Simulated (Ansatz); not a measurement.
Basis-set extrapolation for `C[Si](F)F` radical (PBE0-D4/def2-TZVP geometry, frozen core, Ansatz 0.2.0). Multiplicity 2, UHF reference.

```json
{"": "HF", "def2-TZVPP": "-527.652973", "def2-QZVPP": "-527.674421"}
{"": "MP2 correlation", "def2-TZVPP": "-0.771027", "def2-QZVPP": "-0.839671"}
{"": "CCSD(T) correlation", "def2-TZVPP": "-0.815626", "def2-QZVPP": "not run"}
```

Energies in hartree. Use E(X) = E(∞) + A·exp(−7.88·√X) for Hartree–Fock and E(X) = E(∞) + B·X^(−2.97) for correlation, with X = 3 and 4, and add CCSD(T) minus MP2 of the smaller set to the MP2 limit.

**Question.** What is the CCSD(T) energy at the basis-set limit?

**Answer.** HF limit: -527.674421 + (-0.021448) × 0.13774 = -527.67738. MP2 limit: -0.839671 + (-0.068644) × 0.74074 = -0.89052. Higher-order term: -0.815626 − (-0.771027) = -0.04460. Total: -528.61250 hartree, 90.3 kcal/mol below CCSD(T)/def2-TZVPP.
